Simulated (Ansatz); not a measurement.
One change: `[F][Sn][N]([SiH3])[SiH3]` becomes `[SiH3]N([SiH3])[Si]Br`.

Ansatz, PBE0-D4/def2-TZVP geometries, multiplicity 1. Each molecule was computed in one conformer, which needn't be the lowest.

Elements past krypton have def2 core potentials. Scalar relativity is left out up to krypton. Spin–orbit coupling is left out; it splits and shifts lone-pair levels of the heavy atoms by tenths of an eV.

```tsv
property	`[F][Sn][N]([SiH3])[SiH3]`
LUMO energy (PBE/def2-TZVPP) / eV	-3.18
size of the dipole moment (ωB97M-V/def2-TZVPP) / D	2.65
HOMO–LUMO gap (B3LYP/def2-TZVPP) / eV	4.80
HOMO energy (PBE/def2-TZVPP) / eV	-6.55
size of the dipole moment (B3LYP/def2-TZVPP) / D	2.64
HOMO energy (PBE0/def2-TZVPP) / eV	-7.77
```

(1) Give the same properties after the change, and the shifts. (Estimate.)

## Answers

(1) Ansatz gave: 
```json
{"property": "LUMO energy (PBE/def2-TZVPP) / eV", "`[SiH3]N([SiH3])[Si]Br`": "-2.92", "shift": "0.26"}
{"property": "size of the dipole moment (ωB97M-V/def2-TZVPP) / D", "`[SiH3]N([SiH3])[Si]Br`": "1.82", "shift": "-0.83"}
{"property": "HOMO–LUMO gap (B3LYP/def2-TZVPP) / eV", "`[SiH3]N([SiH3])[Si]Br`": "4.67", "shift": "-0.13"}
{"property": "HOMO energy (PBE/def2-TZVPP) / eV", "`[SiH3]N([SiH3])[Si]Br`": "-6.11", "shift": "0.44"}
{"property": "size of the dipole moment (B3LYP/def2-TZVPP) / D", "`[SiH3]N([SiH3])[Si]Br`": "1.79", "shift": "-0.85"}
{"property": "HOMO energy (PBE0/def2-TZVPP) / eV", "`[SiH3]N([SiH3])[Si]Br`": "-7.16", "shift": "0.61"}
```

With PBE0 the HOMO rises by 0.61 eV and the LUMO rises by 0.37 eV, so the gap narrows by about 0.24 eV. PBE moves the HOMO by 0.44 eV and ωB97M-V by 0.75 eV. Dipoles are sizes alone; their direction can turn.

B3LYP here is the variant with VWN-RPA as its local correlation; programs differ in this.
